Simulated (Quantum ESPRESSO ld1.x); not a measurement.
Problem. Cr XIX, configuration [He] 2s2 2p2. All-electron calculation, Dirac Kohn-Sham, revPBE, spin-unpolarised, spherical densities, point nucleus; open shells fill j = l - 1/2 first. Program: ld1.x of Quantum ESPRESSO 7.5. Some entries of the table are withheld. Estimate them.

orbital,occ.,eigenvalue (Ry),<r> (bohr),<1/r> (bohr^-1)
1s1/2,2,-500.545,0.06326,23.96
2s1/2,2,-104.032,0.2714,5.506
2p1/2,2,(1),(2),5.443
2p3/2,0,(3),(4),5.364

Solution. 
(1) 2p1/2 eigenvalue (Ry): -98.9388
(2) 2p1/2 <r> (bohr): 0.2332
(3) 2p3/2 eigenvalue (Ry): -98.1493
(4) 2p3/2 <r> (bohr): 0.2356
